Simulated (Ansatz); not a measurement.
Reading a saddle point

A first-order saddle point of BSiH$_{4}$SF, closed shell, PBE0-D4/def2-TZVP, with one imaginary mode of 1141i cm⁻¹:

```
8
angstrom
B -0.8547 0.9180 0.0710
Si 0.6617 -0.7674 0.1517
S -1.2595 1.7699 -1.3496
H -0.1792 0.4430 -0.9766
F -1.2051 0.9378 1.3505
H -0.1520 -1.8768 0.7019
H 1.3602 -1.1932 -1.0876
H 1.6286 -0.2313 1.1386
```

Computed with Ansatz 0.2.0 (basis: def2-TZVPP and def2-QZVPP); correlated methods freeze the cores. Extrapolation: Hartree–Fock as exp(−7.88 √X), correlation as X^−2.97.

Q: Which contacts change along the imaginary mode, and what lies on either side? (A judgement: the text doesn't fix the answer.)

A: By the calculation: The step is BSiH₄SF ([F][B]([SiH3])[SH]) → SiH₄ + BSF, with the molecules in contact on both sides. Shortening one way: Si2–H4; lengthening the same way: B1–Si2, S3–H4.
| pair | one side (Å) | saddle (Å) | other side (Å) |
| --- | --- | --- | --- |
| Si2–H4 | 3.09 | 1.86 | 1.49 |
| B1–Si2 | 2.03 | 2.27 | 3.62 |
| S3–H4 | 1.34 | 1.75 | 3.67 |

Q: Which side is lower, and how far does the saddle lie above each? (To be estimated.)

A: By the calculation: The side with B1–Si2, S3–H4 short is lower by 11.55 kcal/mol; the saddle lies 49.38 kcal/mol above it and 37.83 kcal/mol above the other (CCSD(T) at an estimated basis limit (MP2 extrapolated from triple and quadruple zeta, plus CCSD(T) − MP2 in triple zeta); electronic energies).

The T1 diagnostic stays at or below 0.019.

Labels in which every atom is bracketed show which atoms are joined, not bond orders.

For scale, one of the runs: CCSD(T)/def2-TZVPP, 202 basis functions, launched by `ansatz run in.yaml --threads 4 --pin off --events-out ev --progress --plain --max-ram 9574MiB`. Hardware: 4 CPU threads of an Arm Neoverse V2, shared host. Wall time 34 s; peak host memory 2.4 GiB.
